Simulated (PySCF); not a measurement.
PySCF input file for Zn(OH) (HOZn), SMILES [OH][Zn+], charge +1, PBE0/pcSseg-2. Coordinates come from a B3LYP-D3(BJ)/def2-TZVP optimisation. The multiplicity is an assumed one; other spin states were not compared. The isomer is the one that the SMILES or the coordinates give; other isomers of the formula were not compared.

```python
import numpy as np
from pyscf import gto, scf, dft
from pyscf.prop.nmr import rks as nmr

mol = gto.M(
    atom='''
    Zn   -0.00633843    0.41931894    0.00000000
    O     0.11702322   -1.34768712    0.00000000
    H    -0.74603277   -1.79807140    0.00000000
    ''',
    basis='pcSseg-2',
    charge=1,
    spin=0,
    max_memory=1600,
    verbose=3,
)
mf = dft.RKS(mol, xc='pbe0')
mf.grids.level = 3
mf.conv_tol = 1e-10
mf.max_cycle = 100
mf.kernel()
n = nmr.NMR(mf)
n.verbose = 2
n.max_cycle_cphf = 60
sigma = n.kernel()
print('atom   isotropic/ppm   span/ppm')
for i, s in enumerate(sigma):
    w = np.linalg.eigvalsh((s + s.T) / 2)
    print(f'{mol.atom_symbol(i):2s}{i + 1:3d} {w.mean():14.3f} {w[2] - w[0]:11.3f}')
```

Output:

```
converged SCF energy = -1854.62490398006
atom   isotropic/ppm   span/ppm
Zn  1       2264.805     420.635
O   2        144.218     504.455
H   3         23.605      11.959
```

The run converged.

Cost: roughly 12 core-seconds.
